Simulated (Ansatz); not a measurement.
Steps of a relaxation of C₆H₁₈IN₃Zr (`C[N](C)[Zr]([I])([N](C)C)[N](C)C`) with RKS PBE0-D4/def2-TZVP.

```sh
$ ansatz run in.yaml --threads 11 --pin off --events-out ev --progress --plain --max-ram 174080MiB --backend cuda --devices 0, --max-vram 75GiB
```

```yaml
crystal:
  periodic: [false, false, false]
  atoms:
    - {symbol: C, position_ang: [-2.709190, -0.984700, 0.367360]}
    - {symbol: N, position_ang: [-1.312340, -1.371650, 0.402650]}
    - {symbol: C, position_ang: [-0.955600, -1.901800, 1.703690]}
    - {symbol: Zr, position_ang: [0.009960, -0.061110, -0.369380]}
    - {symbol: I, position_ang: [-0.770720, 0.266240, -3.057740]}
    - {symbol: N, position_ang: [0.116940, 1.778460, 0.458240]}
    - {symbol: C, position_ang: [0.262400, 2.848030, -0.514980]}
    - {symbol: C, position_ang: [-0.970800, 2.088470, 1.363340]}
    - {symbol: N, position_ang: [1.830210, -0.937620, -0.407990]}
    - {symbol: C, position_ang: [2.845770, -0.031340, -0.913210]}
    - {symbol: C, position_ang: [1.764160, -2.127420, -1.244750]}
    - {symbol: H, position_ang: [-2.973200, -0.258130, 1.166680]}
    - {symbol: H, position_ang: [-2.955360, -0.545570, -0.611140]}
    - {symbol: H, position_ang: [-3.361510, -1.862650, 0.509880]}
    - {symbol: H, position_ang: [-1.175840, -1.186810, 2.526910]}
    - {symbol: H, position_ang: [-1.523190, -2.822560, 1.923520]}
    - {symbol: H, position_ang: [0.115970, -2.145310, 1.722860]}
    - {symbol: H, position_ang: [-0.679770, 3.038300, -1.075700]}
    - {symbol: H, position_ang: [1.060920, 2.608120, -1.231450]}
    - {symbol: H, position_ang: [0.532430, 3.793610, -0.015350]}
    - {symbol: H, position_ang: [-1.051460, 1.312250, 2.135780]}
    - {symbol: H, position_ang: [-0.792860, 3.049110, 1.876870]}
    - {symbol: H, position_ang: [-1.947850, 2.186080, 0.832510]}
    - {symbol: H, position_ang: [2.911400, 0.848750, -0.259400]}
    - {symbol: H, position_ang: [3.834610, -0.518590, -0.923870]}
    - {symbol: H, position_ang: [2.637900, 0.296660, -1.960820]}
    - {symbol: H, position_ang: [2.684800, -2.725860, -1.145060]}
    - {symbol: H, position_ang: [1.658880, -1.878930, -2.324450]}
    - {symbol: H, position_ang: [0.913350, -2.754040, -0.934990]}
basis:
  gaussian: {orbitals: def2-TZVP}
hamiltonian: {xc: pbe0, dispersion: d4}
relax: {f_tol: 0.005, max_steps: 150}
```

Positions (Å) and forces (eV/Å) along the path, 6 of 14 steps:

```xyz
29
step=1 energy=-20362.3017 eV
C    -2.709   -0.985    0.367   -0.187   -0.041   -0.080
N    -1.312   -1.372    0.403   -0.473    0.427    0.921
C    -0.956   -1.902    1.704    0.013   -0.187    0.040
Zr    0.010   -0.061   -0.369    0.138   -0.462   -0.918
I    -0.771    0.266   -3.058    0.067   -0.026    0.220
N     0.117    1.778    0.458   -0.831    0.438   -0.188
C     0.262    2.848   -0.515    0.158    0.284   -0.027
C    -0.971    2.088    1.363   -0.058    0.123    0.133
N     1.830   -0.938   -0.408   -0.001    0.249   -0.859
C     2.846   -0.031   -0.913    0.289    0.105    0.070
C     1.764   -2.127   -1.245    0.095   -0.254   -0.056
H    -2.973   -0.258    1.167    0.063   -0.195   -0.237
H    -2.955   -0.546   -0.611   -0.027   -0.065    0.217
H    -3.362   -1.863    0.510    0.064    0.116   -0.082
H    -1.176   -1.187    2.527    0.084   -0.229   -0.187
H    -1.523   -2.823    1.924    0.167    0.092   -0.015
H     0.116   -2.145    1.723   -0.142   -0.026    0.142
H    -0.680    3.038   -1.076    0.414   -0.075    0.139
H     1.061    2.608   -1.231   -0.195    0.128    0.035
H     0.532    3.794   -0.015    0.069   -0.115   -0.060
H    -1.051    1.312    2.136   -0.136    0.116   -0.034
H    -0.793    3.049    1.877   -0.045   -0.185    0.003
H    -1.948    2.186    0.833    0.323   -0.033    0.281
H     2.911    0.849   -0.259    0.068   -0.080   -0.185
H     3.835   -0.519   -0.924   -0.081    0.124    0.024
H     2.638    0.297   -1.961    0.137   -0.099    0.424
H     2.685   -2.726   -1.145   -0.153    0.002    0.062
H     1.659   -1.879   -2.324   -0.008   -0.158    0.395
H     0.913   -2.754   -0.935    0.188    0.029   -0.176
29
step=3 energy=-20363.0554 eV
C    -2.802   -1.008    0.482    0.147   -0.056    0.107
N    -1.373   -1.216    0.601    0.203    0.006    0.253
C    -0.986   -1.949    1.794   -0.180    0.065   -0.186
Zr   -0.110   -0.098   -0.550   -0.160    0.002    0.254
I    -0.851    0.209   -3.202   -0.096   -0.034   -0.073
N    -0.168    1.776    0.255   -0.142    0.552   -0.117
C     0.261    2.942   -0.530   -0.227   -0.167    0.245
C    -1.054    2.157    1.350    0.033    0.110   -0.125
N     1.776   -0.840   -0.708    0.504   -0.034   -0.434
C     2.961   -0.027   -0.980   -0.150   -0.289   -0.071
C     1.854   -2.170   -1.321    0.137    0.327    0.035
H    -3.200   -0.375    1.295    0.027   -0.101   -0.076
H    -3.034   -0.522   -0.472   -0.051    0.038    0.019
H    -3.356   -1.962    0.499    0.107    0.118   -0.027
H    -1.231   -1.385    2.712    0.020   -0.110   -0.119
H    -1.491   -2.928    1.865    0.046    0.131   -0.062
H     0.093   -2.134    1.793   -0.019    0.021    0.016
H    -0.589    3.393   -1.085    0.321   -0.120    0.239
H     1.015    2.650   -1.268   -0.038    0.017   -0.016
H     0.711    3.729    0.112   -0.164   -0.362   -0.169
H    -1.181    1.319    2.043   -0.045    0.068   -0.078
H    -0.647    3.008    1.934   -0.051   -0.290   -0.243
H    -2.059    2.460    0.987    0.317   -0.041    0.117
H     2.939    0.875   -0.362    0.016   -0.007   -0.073
H     3.901   -0.568   -0.748   -0.349    0.110   -0.008
H     3.012    0.275   -2.049    0.026   -0.118    0.351
H     2.742   -2.733   -0.969   -0.274    0.219   -0.047
H     1.896   -2.116   -2.428    0.046   -0.031    0.334
H     0.972   -2.761   -1.048   -0.006   -0.024   -0.048
29
step=4 energy=-20363.1867 eV
C    -2.787   -1.007    0.505    0.071    0.008    0.033
N    -1.356   -1.201    0.620    0.087   -0.032    0.213
C    -0.974   -1.983    1.776   -0.054    0.045   -0.120
Zr   -0.145   -0.086   -0.570   -0.065   -0.021    0.111
I    -1.022    0.105   -3.192   -0.071   -0.007   -0.099
N    -0.196    1.788    0.213   -0.134    0.238   -0.070
C     0.284    2.936   -0.547   -0.089   -0.211    0.143
C    -1.051    2.172    1.323    0.097   -0.026   -0.094
N     1.748   -0.796   -0.739    0.281   -0.003   -0.254
C     2.951   -0.009   -0.959   -0.179   -0.162    0.051
C     1.847   -2.135   -1.310   -0.006    0.211    0.078
H    -3.198   -0.427    1.347    0.025   -0.054   -0.014
H    -3.036   -0.473   -0.421    0.029    0.011    0.045
H    -3.323   -1.967    0.468    0.050    0.033   -0.019
H    -1.243   -1.471    2.714   -0.002   -0.047   -0.051
H    -1.463   -2.969    1.792    0.009    0.035   -0.050
H     0.108   -2.146    1.788   -0.026    0.008   -0.005
H    -0.539    3.456   -1.061    0.062   -0.017    0.063
H     1.002    2.626   -1.316   -0.052   -0.003    0.027
H     0.790    3.665    0.105   -0.014   -0.112   -0.039
H    -1.232    1.315    1.979   -0.008    0.074   -0.069
H    -0.587    2.964    1.931    0.006   -0.070   -0.052
H    -2.029    2.550    0.984    0.093    0.028    0.009
H     2.911    0.917   -0.378   -0.011   -0.020   -0.041
H     3.854   -0.556   -0.649   -0.095    0.029    0.022
H     3.075    0.254   -2.023    0.034   -0.050    0.096
H     2.698   -2.689   -0.886   -0.079    0.063    0.015
H     1.967   -2.111   -2.405    0.026   -0.006    0.097
H     0.945   -2.722   -1.090    0.015    0.057   -0.025
29
step=8 energy=-20363.4269 eV
C    -2.643   -0.946    0.708   -0.178   -0.210    0.109
N    -1.231   -1.241    0.704    0.034    0.072   -0.200
C    -0.868   -2.315    1.587   -0.055    0.055   -0.004
Zr   -0.309   -0.058   -0.653    0.271    0.043    0.400
I    -1.472   -0.172   -3.190   -0.041    0.001   -0.044
N    -0.376    1.814    0.110   -0.086   -0.146   -0.110
C     0.290    2.794   -0.710   -0.138    0.197   -0.112
C    -1.059    2.376    1.243    0.107    0.039    0.042
N     1.636   -0.583   -0.795   -0.008    0.023   -0.129
C     2.909    0.090   -0.758   -0.051   -0.184   -0.031
C     1.753   -1.949   -1.253    0.094   -0.063   -0.132
H    -3.000   -0.630    1.700    0.028    0.032   -0.008
H    -2.895   -0.141    0.002    0.045    0.053   -0.021
H    -3.242   -1.817    0.401    0.012    0.051    0.005
H    -1.137   -2.080    2.628    0.024   -0.007   -0.006
H    -1.381   -3.252    1.325    0.006    0.003   -0.020
H     0.208   -2.491    1.552    0.034   -0.009   -0.009
H    -0.417    3.520   -1.140    0.016   -0.016    0.024
H     0.798    2.321   -1.561    0.026   -0.020   -0.004
H     1.045    3.365   -0.150    0.036   -0.075    0.026
H    -1.480    1.583    1.862   -0.037   -0.014    0.010
H    -0.374    2.961    1.874   -0.015   -0.020   -0.017
H    -1.875    3.048    0.941   -0.005    0.016   -0.024
H     2.786    1.137   -0.489   -0.004    0.081    0.059
H     3.590   -0.375   -0.030   -0.020    0.037    0.009
H     3.405    0.039   -1.740   -0.019    0.052    0.063
H     2.312   -2.578   -0.546    0.006    0.007    0.010
H     2.258   -2.000   -2.230   -0.034   -0.029    0.064
H     0.769   -2.420   -1.392   -0.051    0.030    0.050
29
step=10 energy=-20363.4625 eV
C    -2.638   -0.937    0.775   -0.009    0.028   -0.002
N    -1.229   -1.255    0.687   -0.033   -0.013    0.033
C    -0.846   -2.381    1.494   -0.008    0.008    0.023
Zr   -0.292   -0.045   -0.626   -0.012    0.005   -0.045
I    -1.522   -0.214   -3.137    0.005    0.004    0.005
N    -0.402    1.846    0.069    0.014    0.038   -0.008
C     0.235    2.816   -0.793    0.008   -0.006    0.005
C    -1.038    2.436    1.216    0.006    0.015    0.003
N     1.643   -0.587   -0.794    0.028   -0.014    0.023
C     2.913    0.071   -0.650    0.027    0.036   -0.020
C     1.757   -1.951   -1.256   -0.028   -0.043   -0.017
H    -2.935   -0.658    1.797    0.015   -0.020   -0.043
H    -2.892   -0.088    0.119    0.016   -0.040    0.048
H    -3.268   -1.776    0.450    0.012    0.011    0.018
H    -1.054   -2.200    2.560    0.013   -0.016   -0.060
H    -1.389   -3.293    1.205    0.008    0.023    0.008
H     0.225   -2.578    1.394   -0.027    0.012   -0.004
H    -0.481    3.558   -1.176    0.009   -0.019    0.010
H     0.682    2.330   -1.672   -0.008    0.007    0.018
H     1.041    3.357   -0.274   -0.024   -0.012   -0.015
H    -1.502    1.665    1.835    0.006    0.013   -0.008
H    -0.314    2.978    1.842   -0.013   -0.009   -0.006
H    -1.818    3.155    0.923    0.009   -0.010    0.002
H     2.776    1.098   -0.304    0.002   -0.028   -0.012
H     3.555   -0.445    0.080   -0.026    0.009   -0.027
H     3.462    0.103   -1.605   -0.030   -0.002    0.064
H     2.312   -2.580   -0.545    0.005    0.007   -0.011
H     2.255   -2.015   -2.233   -0.006    0.001    0.020
H     0.763   -2.410   -1.381    0.038    0.016   -0.001
29
step=14 energy=-20363.4670 eV
C    -2.646   -0.935    0.843   -0.001   -0.001    0.000
N    -1.246   -1.256    0.683    0.002    0.001   -0.001
C    -0.840   -2.413    1.433    0.000   -0.001    0.000
Zr   -0.313   -0.043   -0.633   -0.001    0.000    0.000
I    -1.551   -0.214   -3.137    0.000    0.000    0.000
N    -0.397    1.854    0.052   -0.001   -0.002    0.002
C     0.239    2.798   -0.837   -0.001    0.001   -0.001
C    -1.015    2.475    1.192    0.000    0.000    0.001
N     1.621   -0.600   -0.779    0.000   -0.001    0.000
C     2.872    0.077   -0.570    0.000    0.000   -0.001
C     1.777   -1.948   -1.275    0.000    0.000    0.000
H    -2.894   -0.694    1.887    0.000    0.000    0.001
H    -2.922   -0.062    0.234   -0.001    0.001   -0.001
H    -3.295   -1.760    0.520    0.000    0.000    0.000
H    -0.998   -2.268    2.511    0.000    0.001    0.001
H    -1.407   -3.308    1.137    0.000    0.000    0.000
H     0.222   -2.617    1.278    0.001    0.000    0.000
H    -0.475    3.533   -1.233    0.001    0.000    0.000
H     0.677    2.287   -1.707    0.001    0.000    0.000
H     1.052    3.346   -0.340    0.000    0.000    0.000
H    -1.484    1.723    1.830    0.000    0.000    0.000
H    -0.279    3.019    1.801    0.000    0.000    0.000
H    -1.787    3.198    0.890    0.000    0.000    0.000
H     2.702    1.090   -0.202    0.000   -0.001    0.000
H     3.494   -0.448    0.169    0.000    0.000    0.000
H     3.456    0.144   -1.500    0.001    0.001    0.000
H     2.326   -2.585   -0.566    0.000    0.000    0.000
H     2.310   -1.972   -2.236    0.000    0.000    0.000
H     0.800   -2.422   -1.447    0.000    0.001    0.000
```

It took 27 s on 11 threads of an AMD EPYC 7R13 on a shared host and a whole NVIDIA H100 80 GB, with 1.4 GiB of host memory at the peak.
